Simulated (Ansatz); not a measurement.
`BC1(C)C=N1` + H₂ → `BC1C=N1` + CH₄ at 600 K and 1 bar (hydrogenolysis of a C–C bond).

Computed with Ansatz on PBE0-D4/def2-TZVP structures; ΔE is electronic, products minus reactants. CBS: MP2 limit from def2 TZ/QZ plus the TZ coupled-cluster correction, frozen cores. This one scheme is used for every species.

| species | CCSD(T)/CBS energy (Eh) | H − E (kJ/mol) | S (J/(mol·K)) |
| --- | --- | --- | --- |
| `BC1(C)C=N1` | -197.16328 | 275.7 | 402.5 |
| H₂ | -1.17544 | 43.9 | 150.8 |
| `BC1C=N1` | -157.89968 | 189.4 | 342.5 |
| CH₄ | -40.46206 | 140.4 | 215.7 |

H − E and S are ideal-gas, rigid-rotor, harmonic terms from PBE0-D4/def2-TZVP, for one conformer and one mirror image of each species. For small species the MP2-based limit differs from directly extrapolated CCSD(T) by up to some mEh (0.8 for H₂); such offsets cancel only in part. 1 Eh = 2625.50 kJ/mol, R = 8.31446 J/(mol·K).

By hand: ΔE, ΔH, ΔS and ΔG.

ΔE = (-157.89968) + (-40.46206) − (-197.16328) − (-1.17544) = -0.02302 Eh = -60.4 kJ/mol. Δ(H − E) = 189.4 + 140.4 − 275.7 − 43.9 = 10.2, so ΔH = -50.2 kJ/mol. ΔS = 342.5 + 215.7 − 402.5 − 150.8 = 4.9 J/(mol·K). ΔG = -50.2 − 600 × (4.9)/1000 = -53.1 kJ/mol.

By hand: the equilibrium constant, and the temperature at which ΔG would vanish if ΔH and ΔS stayed fixed.

log₁₀ K = −ΔG/(RT ln 10) = 4.6. ΔH and −TΔS have one sign here, so there is no such temperature.

The number of gas molecules stays the same, so ΔS is small and ΔH decides. A doubt of 5 kJ/mol in ΔE shifts log₁₀ K by 0.4 here. Other conformers and mirror images would add mixing entropy, several J/(mol·K) or more a flexible species. These are equilibria of isolated gas molecules and say nothing of rates. Largest T1 diagnostic: 0.013 (customary marks: 0.02 for closed shells, 0.045 for open ones).

ΔS is within the doubt of such terms, so its sign, and with it that verdict, could turn.
